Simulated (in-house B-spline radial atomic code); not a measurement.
Checks on a self-consistent run for K4+, [Ne] 3s2 3p2 6f1. Level of theory: Dirac-Hartree-Fock, average of configuration, Fermi nucleus of rms radius 3.4349 fm; calculated with an all-electron radial atomic-structure program (B-spline basis).

| orbital | q | ε (Eh) | <1/r> | <r²> | small-component weight |
| --- | --- | --- | --- | --- | --- |
| 1s1/2 | 2 | -137.34337 | 18.7272 | 0.00881118 | 0.004604 |
| 2s1/2 | 2 | -17.61628 | 3.85495 | 0.172667 | 0.00077521 |
| 2p1/2 | 2 | -14.60897 | 3.74319 | 0.147849 | 0.00074013 |
| 2p3/2 | 4 | -14.49864 | 3.70906 | 0.149699 | 0.00073431 |
| 3s1/2 | 2 | -4.12437 | 1.20474 | 1.49728 | 0.00016335 |
| 3p1/2 | 0.66667 | -3.46056 | 1.12511 | 1.65904 | 0.00014865 |
| 3p3/2 | 1.3333 | -3.44651 | 1.11942 | 1.67119 | 0.00014792 |
| 6f5/2 | 0.42857 | -0.35368 | 0.14519 | 99.7484 | 1.0129e-05 |
| 6f7/2 | 0.57143 | -0.35367 | 0.145182 | 99.7523 | 1.0129e-05 |

Electron-electron repulsion V_ee = 181.1214 hartree.

Task: What total energy follows from the eigenvalues?

Result: The eigenvalues count the repulsion twice, so E = Σqε - V_ee = -412.637 - 181.121 = -593.758 hartree; the run printed -593.758.

Task: Does the Dirac virial theorem hold?

Result: For a point nucleus E = -2c²Σq·w, with w the small-component weight. Here Σq·w = 0.015809 and c = 137.0360, so the ratio E/(-2c²Σq·w) is 1.000003.

Task: What diamagnetic shielding (Lamb formula) and susceptibility (Langevin formula) do the radii give?

Result: σ = (α²/3)Σq<1/r> = 72.2843/(3·137.036²) = 1283.1 ppm, and χ = -0.79199×10⁻⁶·Σq<r²> = -85.01×10⁻⁶ cm³/mol with Σq<r²> = 107.34 bohr². Both are non-relativistic formulas without the paramagnetism of open shells.
